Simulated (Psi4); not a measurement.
gallium atom (Ga), doublet.

Input for Psi4:
```
memory 2 GB

molecule mol {
0 2
  Ga    0.000000    0.000000    0.000000
}

set basis 6-31g*
set reference uks

energy('pbe')
print_variables()
```

Q: What does this run give for the number of basis functions, dipole moment, total energy, <S^2>?

A: 
The number of basis functions comes out as 35 and the dipole moment is 0.00 D. The total energy is -1924.249879 Ha. The <S^2> is 0.752.

These values belong to the state on which the SCF converged, which isn't shown to be the lowest.
